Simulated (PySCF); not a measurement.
**Exercise with solution: entropy of an ideal gas**

C3H3N2, SMILES [c]1cnc[nH]1, multiplicity 2.

Geometry optimised at B3LYP-D3(BJ)/def2-SVP. The isomer is the one that the SMILES or the coordinates give; other isomers of the formula were not compared.

B3LYP-D3(BJ)/def2-SVP (PySCF) gives the harmonic wavenumbers 492, 585, 683, 798, 829, 860, 934, 1075, 1113, 1180, 1247, 1335, 1418, 1450, 1537, 3238, 3269, 3646 cm⁻¹ and the rotational temperatures 0.5208, 0.4480, 0.2408 K. The molar mass is 67.07 g/mol, the symmetry number 1, the spin multiplicity 2.

Work out the entropy at 298.15 K and 1 atm in the rigid-rotor, harmonic-oscillator model.


Translation (Sackur–Tetrode at 1 atm): S = R[1.5 ln M + 2.5 ln T − 1.16487] = 161.2 J/(mol K).
Rotation: q = (√π/σ) T^1.5/√(θA θB θC) = 38500, S = R[ln q + 3/2] = 100.3 J/(mol K).
Vibration: with u = 1.4388 ν/T, each mode gives R[u/(e^u − 1) − ln(1 − e^−u)]:
| ν (cm⁻¹) | modes | u | S (J/(mol K)) |
|---|---|---|---|
| 492 | 1 | 2.37 | 2.84 |
| 585 | 1 | 2.82 | 1.99 |
| 683 | 1 | 3.30 | 1.37 |
| 798 | 1 | 3.85 | 0.87 |
| 829 | 1 | 4.00 | 0.77 |
| 860 | 1 | 4.15 | 0.68 |
| 934 | 1 | 4.51 | 0.51 |
| 1075 | 1 | 5.19 | 0.29 |
| 1113 | 1 | 5.37 | 0.25 |
| 1180 | 1 | 5.69 | 0.19 |
| 1247 | 1 | 6.02 | 0.14 |
| 1335 | 1 | 6.44 | 0.10 |
| 1418 | 1 | 6.84 | 0.07 |
| 1450 | 1 | 7.00 | 0.06 |
| 1537 | 1 | 7.42 | 0.04 |
The stiffer modes add less than 0.005 each. Sum 10.2 J/(mol K).
Spin: R ln 2 = 5.8 J/(mol K).
Total 277.4 J/(mol K); the program's own thermochemistry gives 277.4. Translation makes up 58 % and vibration 4 %. Anharmonicity, hindered rotation and orbital degeneracy are left out.
